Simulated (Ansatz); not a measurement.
A run for Ansatz (a program for electronic structure): U-CCSD(T)/def2-SVP on FHTe (SMILES F[TeH]), a point of a bond scan (R = 5.205 Å). Elements past Kr take the def2 small-core potentials; no spin–orbit coupling. The run froze 10 orbitals, filled d shells among them.

Ansatz 0.2 input:
```yaml
crystal:
  periodic: [false, false, false]
  atoms:
    - {symbol: Te, position_ang: [0.18518663, -0.06058026, 0.20051425]}
    - {symbol: H, position_ang: [1.31186066, -0.30942416, -1.00396715]}
    - {symbol: F, position_ang: [-3.59728692, 1.14086577, -3.16770640]}
basis:
  gaussian:
    orbitals: def2-SVP
correlation: {method: ccsd_t, electrons: outside_noble_gas}
scf: {omitted_lower_state_checks: [cluster_reference]}
magnetization: {spin_polarized: true, initial_magnetization: 0}
```

### Question
What total energy does the run end on?

### Answer
-367.1024 hartree (reference determinant -366.8474, T1 diagnostic 0.007). Its determinant has ⟨S²⟩ = 1.01, a mixture of spin states.

### Question
How many basis functions does it have, and what does it roughly cost on one machine?

### Answer
45 functions; roughly 6 core-seconds.
